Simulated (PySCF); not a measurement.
**How methods differ on the ionisation energy of Ni¹¹⁺**

Ni¹¹⁺ [Ne] 3s2 3p5 (2P) → Ni¹²⁺ [Ne] 3s2 3p4 (3P), as a difference of total energies. All numbers are calculated (PySCF 2.14, the non-relativistic Hamiltonian (point nucleus), in an uncontracted even-tempered set (17 s from 0.59 bohr⁻², ratio 2.5; 12 p from 0.76 bohr⁻², ratio 2.5; 5 d from 5.6 bohr⁻², ratio 2.7; 4 f from 8.4 bohr⁻², ratio 2.7)). Correlated levels: outer shells: 1s2 frozen; virtual orbitals above 40 to 60 times the deepest correlated orbital energy dropped. The calculations carry no spin-orbit coupling.

```csv
method,ionisation energy (eV)
UHF,349.38
MP2 (outer shells),350.31
SCS-MP2 (outer shells),350.27
CCSD (outer shells),350.23
CCSD(T) (outer shells),350.24
```

Q: How much does correlation contribute at CCSD(T) (outer shells)?

A: 350.24 − (349.38) = 0.86 eV, measured against UHF.

A first-order spin-orbit estimate (lowest level to lowest level, LS coupling) adds -0.038 eV.

These non-relativistic numbers lack the scalar-relativistic shift.

For comparison: 351.6 ± 0.3 eV (semi-empirical (NIST evaluation); NIST Atomic Spectra Database, ionization energies).
